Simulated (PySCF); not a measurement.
C3H6O2Si, SMILES O[SiH2][C@@H]1C=CO1.

Geometry: B3LYP-D3(BJ)/def2-SVP. The structure was generated by enumeration; whether it is a known compound was not checked. Other conformers were not sampled.

Two levels are set side by side: PBE/def2-TZVP (PySCF) and r2SCAN/def2-TZVP (PySCF). Same geometry, gas phase. Differences are taken from unrounded values.

| quantity | r2SCAN |
|---|---|
| orbital gap (eV) | 5.23 |
| highest occupied level (eV) | -5.81 |
| lowest empty level (eV) | -0.58 |
| dipole moment (D) | 1.23 |
| mean polarisability (bohr³) | 64.7 |

Question: What does PBE give, and how far is it from r2SCAN? (Estimate from the structure and the level; the computed values follow.)

Answer: 
```csv
quantity,PBE,PBE minus r2SCAN
orbital gap (eV),4.73,-0.50
highest occupied level (eV),-5.61,0.20
lowest empty level (eV),-0.87,-0.30
dipole moment (D),1.18,-0.05
mean polarisability (bohr³),66.5,1.8
```

Rough cost on one machine, each run with all the roots and properties that it gave: r2SCAN against PBE about 4 times.
